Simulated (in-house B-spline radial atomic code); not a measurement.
Values are calculated unless marked as measured or tabulated.
## Softness against transferability: the 3p channel of Cr

Cr, [Ar] 3d5 4s1, non-relativistic LDA (VWN5), spherical and spin-unpolarised, from an all-electron radial atomic-structure program (B-spline basis) (atomic units). The all-electron 3p level is ε = -1.654227 hartree, its outermost node lies just inside 0.34 bohr and its outer maximum at 0.80 bohr.

Troullier-Martins pseudo-orbitals are made for several radii. The cutoffs (hartree) are the plane-wave energies beyond which the orbital holds less than the named kinetic energy per electron. The phase error is the difference, pseudo minus all-electron, of arctan(R P'/P) at R = 1.42 bohr for all radii, half a hartree below and above the level.

```csv
r_c (bohr),V_l(0) (hartree),cutoff for 10 mEh,for 1 mEh,for 0.1 mEh,phase error at ε − 0.5 (mrad),at ε + 0.5 (mrad)
0.6,-65.77,151,194,> 450,-2.5,-0.6
0.7,-19.28,75.9,120,219,-1.6,-0.4
0.8,-7.69,20,48.8,98.6,-1.2,-0.3
0.9,-6.62,20.5,51.6,91.9,-1.1,-0.3
1.01,-7.64,19.5,45.7,61.4,-1.4,-0.3
1.12,-8.58,19.2,36,51.6,-2.1,-0.5
```

**Question.** Which radius needs the lowest cutoff for 1 mEh while both phase errors stay within 1.7 mrad?

**Answer.** The radii within that limit are 0.7, 0.8, 0.9, 1.01 bohr; of these r_c = 1.01 needs the least, 45.7 hartree, that is 91.4 Ry or 1244 eV.

**Question.** What does the larger radius buy, and what does it cost?

**Answer.** From r_c = 0.6 to 1.12 bohr the cutoff for 1 mEh goes from 194 to 36 hartree, a factor of 5.39, against 3.48 for a pure 1/r_c² scaling, end to end; step by step it is 194, 120, 48.8, 51.6, 45.7, 36, and for 0.1 mEh > 450, 219, 98.6, 91.9, 61.4, 51.6; the number of plane waves goes as the cutoff to the power 3/2, here a factor of 12.5. The larger of the two phase errors is least at r_c = 0.9 bohr, 1.1 mrad; it is 2.5 at the smallest radius and 2.1 at the largest. These errors test the reference atom alone. The smallest radius lies well inside the outer maximum, where the nodeless form must bend sharply to keep the norm, so it is both harder and scatters less well than the next. Large radii also let the cores of neighbours overlap, which an atom doesn't show.
